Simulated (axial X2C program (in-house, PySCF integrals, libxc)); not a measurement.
HgB⁺: from Re and ωe to a spectrum

A bond curve at the CCSD(T) level, two-component, was computed with an in-house relativistic program for diatomic molecules (basis Hg dyall-cv3z [13s14p9d6f4g], B dyall-v3z [7s6p2d1f] (cores contracted in-house)) for the state Ω = 0 (closed shell). Its fit gives Re = 2.3730 Å, ωe = 309.9 cm⁻¹, ωexe = 2.91 cm⁻¹ and αe = 3.365e-03 cm⁻¹; the masses are 201.9706 and 11.0093 u. Two-component means X2C with spin–orbit coupling and atomic mean-field Coulomb and Gaunt terms.

Correlated methods: 14 electrons correlated (number of frozen shells: Hg 5 s, 4 p, 2 d, 1 f; B 1 s), 266 virtual spin orbitals or spinors in MP2, 90 natural virtuals in coupled cluster.

Q: Find the reduced mass, Be and the force constant.

A: From the CCSD(T) values: μ = 10.4402 u. Be = 16.8576/(μ Re²) = 0.2867 cm⁻¹. k = 5.8918×10⁻⁷ μ ωe² = 0.591 mdyn/Å.

Q: A Morse curve ties αe to the other constants (Pekeris). How well does that hold?

A: αe(Morse) = 6Be²/ωe × (√(ωexe/Be) − 1) = 3.479e-03 cm⁻¹; the CCSD(T) curve gives 3.365e-03 cm⁻¹, a ratio of 1.03.

Q: Where do the fundamental and the first overtone lie?

A: ν(1←0) = ωe − 2ωexe = 304.1 cm⁻¹; ν(2←0) = 2ωe − 6ωexe = 602.3 cm⁻¹.

Q: Give B0, the J = 1←0 line in GHz and the most populated J at 300 K (kT = 208.5 cm⁻¹).

A: B0 = Be − αe/2 = 0.2851 cm⁻¹; 2B0 = 17.09 GHz; J(max) ≈ √(kT/2B0) − 1/2 = 18.6, so J = 19.

Q: Estimate the centrifugal constant by the Kratzer relation.

A: D = 4Be³/ωe² = 9.82e-07 cm⁻¹.

Occupations by symmetry block were frozen at the best pattern of an incomplete PBE0 search. CCSD and (T) use frozen natural virtuals with an MP2 correction for the truncation; (T) itself is uncorrected, so its De runs slightly low.
